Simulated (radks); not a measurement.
Results of a calculation; reference values are marked as such.
Question: The mean radii <r> (bohr) of the occupied orbitals of an atom or ion are listed with their occupations. Level of theory: scalar-relativistic Kohn-Sham, LDA (Slater exchange, VWN5 correlation), spin-polarised, spherical densities, finite nucleus; Fermi nuclear charge, rms radius of each element as measured or else 0.836 A^(1/3) + 0.57 fm (a radial shooting solver on a logarithmic mesh with Libxc functionals).

| orbital | occ. | <r> |
|---|---|---|
| 1s up | 1 | 0.07702 |
| 1s down | 1 | 0.07702 |
| 2s up | 1 | 0.3655 |
| 2s down | 1 | 0.3655 |
| 2p up | 3 | 0.3284 |
| 2p down | 3 | 0.3283 |
| 3s up | 1 | 1.157 |
| 3s down | 1 | 1.156 |
| 3p up | 3 | 1.271 |
| 3p down | 3 | 1.266 |
| 4s up | 1 | 3.536 |

Name the element and its charge. Open shells, if any, are filled with parallel spins first.

Answer: Z = 20, calcium, charge +1: Ca+ in [Ar] 4s1. The 1s radius gives Z: for a bare nucleus <r> = (2 gamma + 1)/(2Z) with gamma = sqrt(1 - (Z/c)^2), 0.07446 bohr for Z = 20, and screening makes it slightly larger (0.07702 here). The occupations add up to 19, and the charge is Z minus that.
